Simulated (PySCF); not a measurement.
**Computed properties of H₆NSi₂, SMILES [SiH2]N[SiH3]**

H6NSi2, SMILES [SiH3]N[SiH2] (connectivity only; charge and spin as stated), charge +1, multiplicity 1. Coordinates come from a PBE0-D3(BJ)/def2-SVP optimisation. The spin state was assumed, not searched. The isomer is the one that the SMILES or the coordinates give; other isomers of the formula were not compared. Other conformers were not sampled. All values are computed for the isolated molecule unless a solvent is named; none is compared with measurement here.

**Structure.** The optimised structure has Cs symmetry. All 21 harmonic modes at PBE0-D3(BJ)/def2-SVP (PySCF) are real, so it is a minimum. With heavy atoms numbered as in [SiH2:1][NH:2][SiH3:3], the shortest bond between them is Si1–N2 at 1.650 Å and the longest N2–Si3 at 1.833 Å.

**Vibrations.** The strongest infrared lines (harmonic, unscaled, degenerate partners summed) lie at 910 cm⁻¹ (222 km/mol, H 93 %), 1225 cm⁻¹ (188 km/mol, H 56 %, N 39 %), 3541 cm⁻¹ (142 km/mol, H 93 %). The softest mode is at 129 cm⁻¹ and the zero-point energy is 36.8 kcal/mol.

**Electronic structure.** M06-2X/def2-TZVPD (PySCF) places the frontier levels at -14.98 and -6.89 eV, a gap of 8.09 eV and a mean polarisability of 53.9 bohr³.

**Excitations.** TDDFT-M06-2X/def2-SVPD (PySCF) has S1 at 5.80 eV (214 nm, f = 0.166, bright); the most intense of the 10 singlets computed lies at 5.80 eV (f = 0.17). T1 (TDA) is at 4.28 eV. No vertical singlet excitation falls in the visible range (under 3.1 eV).

**NMR.** GIAO shifts at KT2/pcSseg-1 (PySCF) (non-relativistic, atoms alike by connectivity averaged): ¹H from 5.7 to 7.2 ppm against TMS; ²⁹Si from -19.6 to 141.8 ppm against TMS.
